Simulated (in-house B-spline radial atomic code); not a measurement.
Settings and results of a run for Cs III (Cs2+) (an excited or competing configuration). Computed with a B-spline radial code for spherical atoms: scalar-relativistic (X2C) HSE06, spin-polarised, spherical fractional occupations, exact exchange averaged over the configuration, Fermi nucleus of rms radius 4.8041 fm.

Command:
```bash
python run_scf.py task.json out
```
Settings (nuclear radius in fm, mass in u):
```
Z                55
configuration    [Ar] 3d9 4s2 4p6 4d10 5s2 5p5 6s1
hamiltonian      x2c
method           hse06
spin_polarised   True
nucleus          fermi
rms_radius       4.8041
atomic_mass      132.90545
speed_of_light   137.035999084
exact_exchange   averaged over the configuration
```

Output (hartree, bohr):
```
 radial grid: 81 intervals, B-splines of order 8, outer radius 60 bohr

 iter        energy (Eh)    residual
    1       -7747.238520    5.29e-01
    2       -7753.054082    4.92e-01
    3       -7757.527058    7.68e-02
    4       -7757.708602    2.18e-02
    5       -7757.714045    8.27e-03
    6       -7757.716219    7.45e-04
    7       -7757.716234    2.23e-04
    8       -7757.716235    2.05e-05
    9       -7757.716235    1.86e-06
   10       -7757.716235    8.73e-08

 total energy                     -7757.71623
 kinetic                            8265.6984
 electron-nucleus                 -18785.9446
 Hartree                            2953.1672
 exact exchange                      -45.8145
 exchange-correlation               -144.8227

 orbital      occ     eigenvalue          <r>       <r^2>       <1/r>       r_max
 1s up      1.000     -1319.5818    0.0254768 0.000890616     62.6321     0.01603
 1s down    1.000     -1319.5771    0.0254766 0.000890602     62.6323     0.01603
 2s up      1.000      -210.3980     0.111512   0.0147304     14.3035     0.09474
 2s down    1.000      -210.2784     0.111477   0.0147207     14.3088     0.09472
 2p up      3.000      -189.1262    0.0978731   0.0117073     13.0785     0.07585
 2p down    3.000      -189.0234    0.0978292   0.0116959     13.0832     0.07583
 3s up      1.000       -45.8330     0.296458    0.100543       5.112      0.2714
 3s down    1.000       -45.6841     0.296667    0.100683     5.10607      0.2715
 3p up      3.000       -38.9347     0.293999    0.100275     4.74454      0.2652
 3p down    3.000       -38.7684     0.294289     0.10047     4.73797      0.2653
 3d up      5.000       -28.8429     0.270108   0.0859963     4.46957      0.2188
 3d down    4.000       -28.6933     0.271044   0.0867251     4.45914      0.2191
 4s up      1.000        -9.7510     0.682527    0.525467     2.08973      0.6342
 4s down    1.000        -9.7235     0.683334    0.526644     2.08634       0.635
 4p up      3.000        -7.4714     0.722481    0.593316     1.90603      0.6615
 4p down    3.000        -7.4452     0.723557    0.595035     1.90264      0.6626
 4d up      5.000        -4.1013     0.802992    0.748034     1.64622      0.7002
 4d down    5.000        -4.0747     0.803184    0.748572      1.6503      0.7023
 5s up      1.000        -1.9252      1.63116     2.97945    0.811414       1.481
 5s down    1.000        -1.8660      1.63164     2.98275    0.812074       1.479
 5p up      3.000        -1.3329      1.86659     3.92466    0.696727       1.659
 5p down    2.000        -1.2894      1.86526     3.91894    0.697979        1.66
 6s up      1.000        -0.5413      3.80882     16.1189    0.334945        3.53
```

Time taken, with all properties: 1.9 s on 1 thread of Arm Neoverse N1, on a shared host.

One-electron X2C: radii and densities carry no picture-change correction, so inner-shell <1/r> comes out high (for 1s by about 2 % at Z = 33, 5 % at 54, 10 % at 75, 30 % at 118) and <r> low.
